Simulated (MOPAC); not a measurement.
Input file for MOPAC: PM6 on ClHPbS (SMILES [SH][Pb][Cl]), a point of a torsion scan.

```
PM6 1SCF PRECISE CHARGE=0 THREADS=1
ClHPbS

S     -1.52444755 1     0.42864273 1    -0.15123948 1
Pb     0.79652670 1     1.21223153 1    -0.69675411 1
Cl     2.05014416 1    -0.68340862 1     0.33363302 1
H     -1.23509319 1    -0.69397672 1     0.47805058 1
```

The log:

```
*******************************************************************************
 **                                                                           **
 **                              MOPAC v23.2.5                                **
 **                                                                           **
 *******************************************************************************
 ** MOPAC's Digital Object Identifier: https://doi.org/10.5281/zenodo.6511958 **
 **                                                                           **
 ** Please cite the open-source release paper for use of this MOPAC version:  **
 ** J. E. Moussa and J. J. P. Stewart (2026)                                  **
 ** MOPAC: An open-source semiempirical molecular orbital program             **
 ** J. Open Source Softw., 11(119), 8025, https://doi.org/10.21105/joss.08025 **
 *******************************************************************************

                              PM6 CALCULATION RESULTS

 *******************************************************************************
 *  PM6        - The PM6 Hamiltonian to be used
 *
 *
 *
 *                 CHARGE ON SYSTEM = 0
 *
 *
 *
 *  PRECISE    - TIGHTER CRITERIA TO BE USED
 *  1SCF       - DO 1 SCF AND THEN STOP
 *  THREADS=1  - MULTI-THREADING NOT USED
 *  T=         - A TIME OF 172800.0 SECONDS REQUESTED
 *  DUMP=N     - RESTART FILE WRITTEN EVERY 7200.0 SECONDS REQUESTED
 *******************************************************************************
PM6 1SCF PRECISE CHARGE=0 THREADS=1
 ClHPbS

   ATOM   CHEMICAL          X               Y               Z
  NUMBER   SYMBOL      (ANGSTROMS)     (ANGSTROMS)     (ANGSTROMS)

     1       S         -1.52444755  *   0.42864273  *  -0.15123948  *
     2      Pb          0.79652670  *   1.21223153  *  -0.69675411  *
     3      Cl          2.05014416  *  -0.68340862  *   0.33363302  *
     4       H         -1.23509319  *  -0.69397672  *   0.47805058  *



          CARTESIAN COORDINATES

    NO.       ATOM           X           Y           Z

     1         S         -1.5244      0.4286     -0.1512
     2        Pb          0.7965      1.2122     -0.6968
     3        Cl          2.0501     -0.6834      0.3336
     4         H         -1.2351     -0.6940      0.4781

 General Reference for PM6:
 "Optimization of Parameters for Semiempirical Methods V: Modification of NDDO Approximations
 and Application to 70 Elements", J. J. P. Stewart, J. Mol. Mod., 13, 1173-1213 (2007)
 URL: https://link.springer.com/article/10.1007/s00894-007-0233-4

           Empirical Formula: H S Pb Cl  =     4 atoms



      MOLECULAR POINT GROUP   :   Cs


      RHF CALCULATION, NO. OF DOUBLY OCCUPIED LEVELS = 9


 -------------------------------------------------------------------------------
 PM6 1SCF PRECISE CHARGE=0 THREADS=1
 ClHPbS



     1SCF WAS SPECIFIED, SO BFGS WAS NOT USED
     SCF FIELD WAS ACHIEVED


                              PM6 CALCULATION
                                                       MOPAC v23.2.5 Linux




          FINAL HEAT OF FORMATION =         -4.74918 KCAL/MOL =     -19.87058 KJ/MOL


          COSMO AREA              =        123.78 SQUARE ANGSTROMS
          COSMO VOLUME            =        114.48 CUBIC ANGSTROMS

          IONIZATION POTENTIAL    =          9.291678 EV
          HOMO LUMO ENERGIES (EV) =         -9.292 -2.368
          NO. OF FILLED LEVELS    =          9
          MOLECULAR WEIGHT        =        275.7209         POINT GROUP:  Cs

          MOLECULAR DIMENSIONS (Angstroms)

            Atom       Atom       Distance
           Cl     3    S     1     3.77485
            H     4   Pb     2     2.77017
            H     4   Cl     3     0.00000


          SCF CALCULATIONS        =          1





   ATOM   CHEMICAL          X               Y               Z
  NUMBER   SYMBOL      (ANGSTROMS)     (ANGSTROMS)     (ANGSTROMS)

     1       S         -1.52444755  *   0.42864273  *  -0.15123948  *
     2      Pb          0.79652670  *   1.21223153  *  -0.69675411  *
     3      Cl          2.05014416  *  -0.68340862  *   0.33363302  *
     4       H         -1.23509319  *  -0.69397672  *   0.47805058  *

                             CARTESIAN COORDINATES

   1    S       -1.524447550     0.428642730    -0.151239480
   2   Pb        0.796526700     1.212231530    -0.696754110
   3   Cl        2.050144160    -0.683408620     0.333633020
   4    H       -1.235093190    -0.693976720     0.478050580


           Empirical Formula: H S Pb Cl  =     4 atoms



      MOLECULAR POINT GROUP   :   Cs


                  EIGENVALUES
 -30.20844 -26.27187 -19.21783 -13.47327 -11.46385 -11.40332 -11.21152  -9.42564
  -9.29168  -2.36770  -1.95571  -1.52339   0.59471   1.80322   1.83292   1.87957
   1.88865   3.78883  91.81179  91.93669  91.96814  92.39518  92.39698


              NET ATOMIC CHARGES AND DIPOLE CONTRIBUTIONS

  ATOM NO.   TYPE          CHARGE      No. of ELECS.   s-Pop       p-Pop       d-Pop
    1          S          -0.545281        6.5453     1.91510     4.53021     0.09997
    2         Pb           0.716883        3.2831     1.94050     1.34261
    3         Cl          -0.390089        7.3901     1.99659     5.39253     0.00097
    4          H           0.218488        0.7815     0.78151
 DIPOLE           X         Y         Z       TOTAL
 POINT-CHG.     1.598     3.604    -2.126     4.479
 HYBRID        -0.884    -1.568     0.933     2.027
 SUM            0.714     2.036    -1.194     2.466


          ATOMIC ORBITAL ELECTRON POPULATIONS

     Atom    s        px        py        pz      x^2-y^2     xz        z^2       yz        xy
    1  S   1.91510   1.55457   1.32119   1.65445   0.02970   0.01203   0.00487   0.03805   0.01531
    2 Pb   1.94050   0.47362   0.51646   0.35254
    3 Cl   1.99659   1.83985   1.70426   1.84842   0.00022   0.00011   0.00010   0.00022   0.00031
    4  H   0.78151

 **********************
 *                    *
 * JOB ENDED NORMALLY *
 *                    *
 **********************




 == MOPAC DONE ==
```

The run finished.

Cost: roughly 0.020 core-seconds.
